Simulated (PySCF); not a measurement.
SMILES C#CC[SiH2]O[SiH3] (GFN2-xTB optimised geometry):

```
14

C      2.983    -0.956     0.000
C      1.786    -0.956     0.000
C      0.346    -0.941    -0.011
Si    -0.355     0.620    -0.861
O     -1.969     0.525    -0.763
Si    -3.584     0.437    -0.768
H      4.031    -0.969     0.004
H     -0.012    -1.837    -0.524
H     -0.014    -0.996     1.020
H      0.036     1.837    -0.151
H     -0.007     0.650    -2.281
H     -4.046     1.145    -1.960
H     -4.031     1.076     0.466
H     -3.926    -0.983    -0.806
```

Method: PBE/def2-TZVP (PySCF 2.14.0).

### Question
What are the frontier orbital energies and the dipole moment?

### Answer
HOMO-2 -7.23 eV, HOMO-1 -6.56 eV, HOMO -6.23 eV, LUMO -0.92 eV, LUMO+1 -0.03 eV; dipole moment 0.89 D.

Meta-Löwdin charges at PBE/def2-TZVP: C1 -0.25, C2 -0.03, C3 -0.46, Si4 0.88, O5 -0.81, Si6 0.73, H7 0.17, H8 0.15, H9 0.15, H10 -0.11, H11 -0.11, H12 -0.11, H13 -0.10, H14 -0.11.
